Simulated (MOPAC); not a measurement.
MOPAC input (MNDO):

```
MNDO 1SCF CHARGE=-1 GEO-OK AUX(PRECISION=9) THREADS=1
H4ClSi2

Si   -1.72621900 1    0.34022100 1    0.24687700 1
Si    0.46001300 1    0.80808700 1   -0.60312800 1
Cl    1.40967900 1   -1.08618400 1    0.18126300 1
H    -2.62980600 1    1.54175900 1    0.12759500 1
H    -1.91093400 1   -0.09895100 1    1.67271000 1
H    -2.46625500 1   -0.71164300 1   -0.53026200 1
H     0.76933800 1    1.65763900 1    0.63601100 1
```

From the output:

```
                                                       MOPAC v23.2.5 Linux

          FINAL HEAT OF FORMATION =          1.91194 KCAL/MOL =       7.99958 KJ/MOL

          COSMO AREA              =        134.75 SQUARE ANGSTROMS
          COSMO VOLUME            =        130.91 CUBIC ANGSTROMS

          IONIZATION POTENTIAL    =          2.160774 EV
          HOMO LUMO ENERGIES (EV) =         -2.161  5.251
          NO. OF FILLED LEVELS    =         10
          MOLECULAR WEIGHT        =         95.6556         POINT GROUP:  C1

          MOLECULAR DIMENSIONS (Angstroms)

            Atom       Atom       Distance
            H     4   Cl     3     4.81938
            H     7    H     6     3.92290
            H     5   Si     2     2.79365

          SCF CALCULATIONS        =          1

   ATOM   CHEMICAL          X               Y               Z
  NUMBER   SYMBOL      (ANGSTROMS)     (ANGSTROMS)     (ANGSTROMS)

     1      Si         -1.72621900  *   0.34022100  *   0.24687700  *
     2      Si          0.46001300  *   0.80808700  *  -0.60312800  *
     3      Cl          1.40967900  *  -1.08618400  *   0.18126300  *
     4       H         -2.62980600  *   1.54175900  *   0.12759500  *
     5       H         -1.91093400  *  -0.09895100  *   1.67271000  *
     6       H         -2.46625500  *  -0.71164300  *  -0.53026200  *
     7       H          0.76933800  *   1.65763900  *   0.63601100  *

                             CARTESIAN COORDINATES

   1   Si       -1.726219000     0.340221000     0.246877000
   2   Si        0.460013000     0.808087000    -0.603128000
   3   Cl        1.409679000    -1.086184000     0.181263000
   4    H       -2.629806000     1.541759000     0.127595000
   5    H       -1.910934000    -0.098951000     1.672710000
   6    H       -2.466255000    -0.711643000    -0.530262000
   7    H        0.769338000     1.657639000     0.636011000

           Empirical Formula: H4 Si2 Cl  =     7 atoms

      MOLECULAR POINT GROUP   :   C1

                  EIGENVALUES
 -18.58685 -16.53720 -11.04483  -7.49277  -7.29530  -7.09545  -7.04839  -6.88044
  -4.40144  -2.16077   5.25101   5.63097   6.08566   6.11439   7.22110   7.61429

              NET ATOMIC CHARGES AND DIPOLE CONTRIBUTIONS

  ATOM NO.   TYPE          CHARGE      No. of ELECS.   s-Pop       p-Pop
    1         Si           0.803974        3.1960     1.21710     1.97892
    2         Si           0.412009        3.5880     1.54452     2.04347
    3         Cl          -0.664609        7.6646     1.99121     5.67340
    4          H          -0.393314        1.3933     1.39331
    5          H          -0.366494        1.3665     1.36649
    6          H          -0.378044        1.3780     1.37804
    7          H          -0.413521        1.4135     1.41352
 DIPOLE           X         Y         Z       TOTAL
 POINT-CHG.     1.435     1.448    -4.388     4.839
 HYBRID        -2.047    -1.178     4.206     4.824
 SUM           -0.613     0.270    -0.182     0.694

          ATOMIC ORBITAL ELECTRON POPULATIONS

     Atom    s        px        py        pz
    1 Si   1.21710   0.89747   0.51898   0.56247
    2 Si   1.54452   0.51184   0.37970   1.15192
    3 Cl   1.99121   1.94475   1.77318   1.95547
    4  H   1.39331
    5  H   1.36649
    6  H   1.37804
    7  H   1.41352

 **********************
 *                    *
 * JOB ENDED NORMALLY *
 *                    *
 **********************

 == MOPAC DONE ==
```

The dipole moment of an ion depends on the origin.

The geometry given is a B3LYP-D3(BJ)/def2-TZVP minimum.
